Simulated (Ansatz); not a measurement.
Correlation energies of `BN([SiH3])CC` by basis set

| atom | x (Å) | y (Å) | z (Å) |
| --- | --- | --- | --- |
| B1 | -1.315 | -0.021 | 1.357 |
| N2 | -0.143 | -0.145 | 0.609 |
| Si3 | 0.777 | -1.632 | 0.546 |
| C4 | 0.386 | 0.987 | -0.159 |
| C5 | -0.110 | 1.000 | -1.592 |
| H6 | -1.876 | 1.040 | 1.390 |
| H7 | -1.737 | -0.968 | 1.955 |
| H8 | 2.137 | -1.390 | 1.100 |
| H9 | 0.072 | -2.672 | 1.327 |
| H10 | 0.948 | -2.078 | -0.864 |
| H11 | 0.091 | 1.910 | 0.346 |
| H12 | 1.482 | 0.955 | -0.143 |
| H13 | 0.315 | 1.846 | -2.138 |
| H14 | 0.169 | 0.083 | -2.118 |
| H15 | -1.198 | 1.086 | -1.617 |

Charge 0, multiplicity 1. The structure was optimised at the PBE0-D4/def2-TZVP level. It is one conformer, not always the lowest. Frozen core, restricted reference, Ansatz 0.2.0. CBS rows extrapolate triple and quadruple zeta; past MP2 they add the triple-zeta difference.

```
     basis     HF (Eh)  MP2 corr.
  def2-SVP  -449.45945   -0.64808
def2-TZVPP  -449.74099   -0.79626
def2-QZVPP  -449.75822   -0.84826
```

(1) Estimate the CCSD correlation energy and the (T) correction in each basis where they were run (hartree).

## Answers

(1) 
| basis | CCSD corr. | (T) |
| --- | --- | --- |
| def2-SVP | -0.71894 | -0.02094 |
| def2-TZVPP | -0.85748 | -0.03277 |
| CBS(def2) | -0.94798 | as TZ |
